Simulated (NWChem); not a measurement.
System: C2H4F2OSi; SMILES C=C(F)[Si@@H](O)F

```xyz
10

C     -1.2359    -1.6569    -0.3577
C     -0.1178    -1.0584     0.0507
F      1.0091    -1.8026     0.2568
Si     0.1143     0.7684     0.4012
O      1.3078     1.4297    -0.5224
F     -1.3252     1.4226     0.0754
H     -1.2804    -2.7282    -0.5342
H     -2.1323    -1.0681    -0.5173
H      0.4832     1.0574     1.7976
H      1.3233     1.2017    -1.4628
```
Atoms are numbered in this order, from 1.

Program: NWChem. Pople sets run with spherical d functions. STO-3G and 3-21G are far too small for this property and stand as cheap habits. The geometry was optimised at B3LYP/6-31G* (spherical d). B3LYP is NWChem's, with the RPA form of VWN correlation. GIAO values for the isolated, static molecule; σ is the absolute isotropic shielding, δ = σ(reference) − σ with the isolated reference molecule computed at the same levels (13C: tetramethylsilane, 19F: trichlorofluoromethane, 1H: tetramethylsilane, 17O: water).

For level B3LYP/6-311G**:

- δ C2 (ppm) = 176.8
- δ F3 (ppm) = -128.3
- δ O5 (ppm) = 67.0
- δ F6 (ppm) = -186.8
- δ H8 (ppm) = 5.34
- δ H9 (ppm) = 4.85
- δ H10 (ppm) = 2.37

Question: How do the values read with level Hartree-Fock/STO-3G instead?

Answer: 
| Item | Result |
|---|---|
| δ C2 (ppm) | 144.2 |
| δ F3 (ppm) | -1.6 |
| δ O5 (ppm) | -83.8 |
| δ F6 (ppm) | -191.4 |
| δ H8 (ppm) | 5.65 |
| δ H9 (ppm) | 2.95 |
| δ H10 (ppm) | -2.58 |
